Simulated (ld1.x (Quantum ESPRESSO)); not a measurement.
**Transferability test, TM semilocal potential for rubidium (Rb)**

```
Element                 : Rb
Generator               : ld1.x (Quantum ESPRESSO) 7.5
Type                    : norm-conserving Troullier–Martins (semilocal form)
Functional              : LDA (PZ)
Relativity              : scalar-relativistic
Frozen core             : [Ar] 3d10
Valence charge          : 9
Reference configuration : 4s2 4p6 5s1 5p0
Partial waves           : 4s (bound): rc 2.35 bohr; 4d channel at 0.35 Ry: rc 2.35 bohr; 4p (bound): rc 2.00 bohr
Local potential         : the p channel
Core correction         : none
```

Occupied shells without a wave of their own: 5s. They enter only through the test configuration that unscreens the potential.

Energies are relative to the spin-unpolarised reference configuration 4s2 4p6 5s1 5p0; without spin polarisation the order of configurations can differ from experiment. Spin-polarised rows fill each open shell by Hund’s rule, majority spin first. Not all tests gave a result: 1 of 7 tests not solved or not reliable. Left out of the table: 4s2 4p6 5s0 5p1 (solver errors, printed error -3.3 eV).

**Question.** Give the all-electron excitation energy and the error of the potential for: 4s2 4p6 5s0 5p0; 4s2 4p6 5s0.5 5p0; 4s1 4p6 5s1 5p0; 4s2 4p5 5s1 5p0; 4s2 4p6 5s1 5p0 (spin-polarised); 4s2 4p6 5s0.5 5p0 (spin-polarised).

**Answer.**

| valence configuration | charge | ΔE all-electron (eV) | error AE − PS (meV) |
| --- | --- | --- | --- |
| 4s2 4p6 5s0 5p0 | +1 | 4.277 | -604 |
| 4s2 4p6 5s0.5 5p0 | +0.5 | 1.659 | -234 |
| 4s1 4p6 5s1 5p0 | +1 | 37.836 | +74 |
| 4s2 4p5 5s1 5p0 | +1 | 21.238 | +118 |
| 4s2 4p6 5s1 5p0 (spin-polarised) | 0 | -0.125 | +3.0 |
| 4s2 4p6 5s0.5 5p0 (spin-polarised) | +0.5 | 1.616 | -234 |

Levels in the configuration 4s2 4p6 5s1 5p0 (spin-polarised):

| level | all-electron (eV) | pseudo (eV) |
| --- | --- | --- |
| 4s up | -31.926 | -31.970 |
| 4p up | -16.008 | -16.034 |
| 5s up | -2.544 | -2.918 |
| 4s down | -31.890 | -31.854 |
| 4p down | -15.939 | -15.922 |

The 5s level has no wave, so the channel is fitted at the deeper level alone: the likely source of the large errors.

The potential misses its own reference levels by up to 0.4 eV.
